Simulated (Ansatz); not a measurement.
Born–Oppenheimer molecular dynamics of C3H8O2Si (14 atoms, charge 0, multiplicity 1). It starts at the highest image of a converged band. Of that band: Beside the main top the profile has a ripple of under 15 meV (maxima at images 1, 5), which may be a very shallow well or noise. Neighbouring images differ by up to 2.1 eV, so the band resolves the path poorly. A vibrational analysis at the climbing image gives one clearly imaginary mode, 1253i cm⁻¹: a first-order saddle point.

All numbers below come from RKS BLYP/def2-SVP (Ansatz).

```
ensemble                      : NVE (velocity Verlet)
time step                     : 0.5 fs
steps asked                   : 200
starting velocities drawn for : 100 K
seed                          : 12229
```

First frame:

```xyz
14
Properties=species:S:1:pos:R:3
C 0.038 -2.910 -0.282
C 0.512 -1.738 0.181
O 0.129 -0.524 -0.335
Si 0.500 1.019 0.324
C 0.073 2.198 -1.094
O -1.012 1.354 1.553
H -0.691 -2.946 -1.105
H 0.389 -3.853 0.159
H 1.250 -1.693 1.006
H 0.237 1.263 1.929
H 0.007 3.239 -0.718
H 0.847 2.163 -1.889
H -0.903 1.910 -1.537
H -1.388 0.489 1.836
```

(1) How far do the bonds stretch over the last three quarters of this one trajectory? (Pairs bonded in most of those frames.)

Answers

(1) 
```csv
bond,mean (Å),spread (Å),shortest,longest
C1–C2,1.349,0.028,1.30,1.40
C1–H7,1.101,0.015,1.08,1.12
C1–H8,1.099,0.008,1.08,1.11
C2–O3,1.372,0.015,1.34,1.39
C2–H9,1.108,0.010,1.09,1.13
O3–Si4,1.699,0.020,1.67,1.74
Si4–C5,1.898,0.060,1.80,2.00
Si4–O6,1.707,0.094,1.55,1.87
C5–H11,1.115,0.014,1.09,1.14
C5–H12,1.117,0.015,1.09,1.16
C5–H13,1.114,0.011,1.09,1.14
O6–H14,0.978,0.005,0.97,0.99
```

Mean temperature of the second half: 938 K. The conserved energy stayed within 0.52 meV per atom of its start (net change -0.065 meV per atom), so the integration is sound. The kinetic energy rose, since the run started high on the potential surface and went downhill. A run of 0.1 ps of so small a system gives no equilibrium averages. The orbitals stay closed-shell, which can raise the energy where a bond breaks towards radicals; this wasn't checked here.

Time of the run: 6.3 min on 2 threads of Intel(R) Xeon(R) Platinum 8488C (Sapphire Rapids), on a shared host, peak memory 0.18 GiB.
